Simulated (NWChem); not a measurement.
Species: SnNH4O2F; SMILES [NH2][Sn]([OH])([OH])[F]

```xyz
9

N     -0.9405    -1.6089    -0.8779
Sn    -0.0188     0.0012    -0.0102
O     -1.2593     1.1479     1.0466
O      0.8987     1.2585    -1.2565
F      1.3804    -0.7811     1.1193
H     -0.8261    -2.4107    -0.2390
H     -1.9532    -1.4223    -0.9313
H     -0.8538     2.0329     1.1461
H      1.6187     0.7816    -1.7155
```
Atoms are numbered in this order, from 1.

Program: NWChem. All runs use the structure optimised with PBE-D3(BJ)/def2-SVP. No frequency run checked for a minimum. def2 effective core potentials on Sn; no spin-orbit coupling. Level PBE/def2-SVP: energy and gradient on several grids; changes count from the extra-fine grid, which is no exact limit either.

| grid | size of the energy change (μHa) | largest change of a gradient component (μHa/bohr) | time, medium = 1 (rough) |
|---|---|---|---|
| xcoarse | 50 | 8000 | about 1 |
| coarse | < 10 | 600 | about 1 |
| medium | < 10 | 90 | about 1 |
| fine | < 10 | < 30 | about 1 |
| xfine | < 10 | < 30 | 2 |
